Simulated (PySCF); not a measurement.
F₃Sb, SMILES [F][Sb]([F])[F] (connectivity only; charge and spin as stated), charge -1, multiplicity 2. Atoms are numbered in the order given.

```xyz
4

Sb     0.0000     0.0000    -0.2587
F      0.0000    -2.1197    -0.1400
F      0.0000     0.0000     1.7458
F      0.0000     2.1197    -0.1400
```
Charge -1, spin multiplicity 2.

Geometry optimised at B3LYP-D3(BJ)/def2-SVPD. The multiplicity is an assumed one; other spin states were not compared. The isomer is the one that the SMILES or the coordinates give; other isomers of the formula were not compared. The def2 effective core potentials stand for the cores of Sb; spin–orbit coupling is left out.

Level of theory: PySCF with PBE/def2-TZVPD.

Gas-phase values at a fixed geometry. A positive occupied level means that this level leaves the electron formally unbound; only the finite basis holds it.

Computed frontier levels, dipole moment and polarisability:
α spin, highest occupied and lowest empty level: 0.26 and 2.61 eV
β spin, highest occupied and lowest empty level: -1.91 and 1.41 eV
dipole moment about the centre of nuclear charge: 2.09 D
mean static polarisability: 63.4 bohr³ (9.40 Å³)
polarisability, principal values: 58.2, 61.1, 71.1 bohr³
⟨S²⟩: 0.753 (pure state 0.75)
